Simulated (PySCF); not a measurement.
Nb(O)(OH)3 (H3NbO4), SMILES [OH][Nb]([OH])([OH])=[O], multiplicity 1. Heavy atoms are numbered as in [Nb:1](=[O:2])([OH:3])([OH:5])[OH:7]. Hydrogens are named by the atom that carries them.

Geometry optimised at B3LYP-D3(BJ)/def2-SVP. The multiplicity is an assumed one; other spin states were not compared. The def2 effective core potentials stand for the cores of Nb; spin–orbit coupling is left out. One conformer was computed; it need not be the lowest.

Computed with CAM-B3LYP/def2-TZVP (PySCF).

Atomic charges (e), one atom of each kind:

| atom | Mulliken | Löwdin |
|---|---|---|
| Nb1 | (withheld) | 0.82 |
| O2 | (withheld) | -0.33 |
| O3 (OH) | (withheld) | -0.34 |
| H on O3 | (withheld) | 0.18 |

Q: Fill in the missing entries. (The exact figures need the calculation; the answer reports its results.)

A: 
- Nb1, Mulliken: 1.81
- O2, Mulliken: -0.58
- O3 (OH), Mulliken: -0.76
- H on O3, Mulliken: 0.35
